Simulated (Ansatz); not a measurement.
`BBB[SeH]` + H–F → `FB[SeH]` + `BB` at 298.15 K and 1 bar (cleavage of the B–B bond).

Calculated with Ansatz (gas phase, PBE0-D4/def2-TZVP geometries, no zero-point term in ΔE). CCSD(T)/CBS adds triple-zeta CCSD(T) − MP2 to the extrapolated MP2 energy (def2 sets, frozen cores). This one scheme is used for every species. For Se outer-core shells are correlated without core-valence functions, which leaves a few kJ/mol of doubt a bond. Scalar relativity is left out up to krypton. Each species was taken in one conformer, which may not be the lowest.

```tsv
species	CCSD(T)/CBS energy (Eh)	H − E (kJ/mol)	S (J/(mol·K))
`BBB[SeH]`	-2478.04994	157.1	335.8
H–F	-100.39570	33.5	173.6
`FB[SeH]`	-2526.56401	75.0	281.6
`BB`	-51.92346	113.4	231.9
```

H − E and S are ideal-gas, rigid-rotor, harmonic terms from PBE0-D4/def2-TZVP, for one conformer and one mirror image of each species. 1 Eh = 2625.50 kJ/mol, R = 8.31446 J/(mol·K).

**Question.** By hand: ΔE, ΔH, ΔS and ΔG.

**Answer.** ΔE = (-2526.56401) + (-51.92346) − (-2478.04994) − (-100.39570) = -0.04183 Eh = -109.8 kJ/mol. Δ(H − E) = 75.0 + 113.4 − 157.1 − 33.5 = -2.2, so ΔH = -112.0 kJ/mol. ΔS = 281.6 + 231.9 − 335.8 − 173.6 = 4.1 J/(mol·K). ΔG = -112.0 − 298.15 × (4.1)/1000 = -113.2 kJ/mol.

**Question.** By hand: the equilibrium constant, and the temperature at which ΔG would vanish if ΔH and ΔS stayed fixed.

**Answer.** log₁₀ K = −ΔG/(RT ln 10) = 19.8. ΔH and −TΔS have one sign here, so there is no such temperature.

The number of gas molecules stays the same, so ΔS is small and ΔH decides. A doubt of 5 kJ/mol in ΔE shifts log₁₀ K by 0.9 here. Other conformers and mirror images would add mixing entropy, several J/(mol·K) or more a flexible species. These are equilibria of isolated gas molecules and say nothing of rates. Largest T1 diagnostic: 0.014 (customary marks: 0.02 for closed shells, 0.045 for open ones).

ΔS is within the doubt of such terms, so its sign, and with it that verdict, could turn.
